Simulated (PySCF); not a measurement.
Ga(OH)3(HOMe), CH₇GaO₄, singlet (PBE0/def2-SVP optimised geometry):

```
13

Ga    -1.499    -0.096     0.000
O     -1.221    -0.855    -1.632
H     -1.798    -0.532    -2.330
O     -1.814     1.672     0.000
H     -2.305     1.963     0.774
O     -2.098    -1.032     1.400
H     -2.003    -1.983     1.288
C      1.310     1.096     0.278
O      0.587    -0.096     0.000
H      2.305     1.052    -0.188
H      1.435     1.154     1.367
H      0.755     1.983    -0.064
H      0.582    -0.311    -0.954
```

Calculation: PBE0/def2-TZVP in PySCF.

Q: What are the frontier orbital energies and the dipole moment?

A: HOMO-2 -8.50 eV, HOMO-1 -8.36 eV, HOMO -8.20 eV, LUMO -0.08 eV, LUMO+1 1.28 eV; dipole moment 2.39 D.

On the same geometry PBE/def2-TZVP (PySCF) gives HOMO-2 -6.78 eV, HOMO-1 -6.65 eV, HOMO -6.47 eV, LUMO -1.03 eV, LUMO+1 0.40 eV; dipole moment 2.32 D.

Meta-Löwdin charges at PBE0/def2-TZVP: Ga1 1.08, O2 -0.78, H3 0.34, O4 -0.76, H5 0.34, O6 -0.75, H7 0.34, C8 -0.13, O9 -0.45, H10 0.12, H11 0.14, H12 0.13, H13 0.38.
